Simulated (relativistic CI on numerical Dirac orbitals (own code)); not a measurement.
**Mn+ in a cubic cluster: 3p photoemission with charge transfer**

Computed with a charge-transfer multiplet model of a cubic metal-ligand cluster with up to 3 ligand holes, Slater and spin-orbit integrals from Dirac-Coulomb-Breit ions, Slater integrals scaled by 0.9. The ground state mixes d6 with configurations of k ligand holes L, whose averages lie at kΔ + k(k − 1)U_dd/2; a core hole lowers each added d electron by U_cd. 20 K, Lorentzian 0.9 eV and Gaussian 0.8 eV FWHM.

Atomic integrals in eV (Slater integrals scaled, ζ unscaled), ground: F2dd 8.104, F4dd 4.987, zeta_d 0.031; with the core hole: F2dd 9.350, F4dd 5.811, zeta_d 0.037, zeta_core 0.813, F2cd 10.431, G1cd 12.976, G3cd 7.832.

Cluster parameters (eV): Δ = 8.9, U_dd = 5.1, U_cd = 6.1, 10Dq = 0.65, 10Dq(ligand) = 1.3, final-state hopping factor = 1.

| Case | n_d | d6 | d7L | d8L2 | d9L3 | S |
| --- | --- | --- | --- | --- | --- | --- |
| V(eg) = 2.1 eV, V(t2g) = -0.91 eV | 6.09 | 0.91 | 0.08 | 0.00 | 0.00 | 2.00 |
| V(eg) = 2.7 eV, V(t2g) = -1.17 eV | 6.13 | 0.87 | 0.13 | 0.00 | 0.00 | 2.00 |
| V(eg) = 3.3 eV, V(t2g) = -1.43 eV | 6.18 | 0.82 | 0.17 | 0.01 | 0.00 | 2.00 |

Weights, n_d and S are thermal averages at 20 K. Binding energies count from the first peak over 30 % of the highest in each spectrum, which can be another peak from case to case. The parameters are a model scan and need not match a compound or its usual spin state. Peaks in eV (height, largest 100):
- V(eg) = 2.1 eV, V(t2g) = -0.91 eV: 0.0 (100), 1.1 (90), 5.9 (39), 8.5 (14), 13.1 (9), 17.1 (16), 19.0 (39), 22.6 (8)
- V(eg) = 2.7 eV, V(t2g) = -1.17 eV: 0.0 (100), 5.9 (39), 9.3 (13), 13.0 (11), 18.9 (35), 23.6 (6)
- V(eg) = 3.3 eV, V(t2g) = -1.43 eV: 0.0 (100), 1.0 (92), 6.0 (37), 10.2 (13), 13.3 (13), 15.5 (11), 19.0 (30), 24.9 (5)

For the case V(eg) = 2.7 eV, V(t2g) = -1.17 eV, Δ = 8.9 eV is larger than U_dd = 5.1 eV, the Mott-Hubbard side of the Zaanen-Sawatzky-Allen scheme. With the core hole the average of the configuration with one ligand hole lies at Δ − U_cd = 2.8 eV before mixing: the effective hopping of about 4.1 eV (from the holes of the mixed ground state) is comparable with this gap or larger, so the configurations mix strongly.
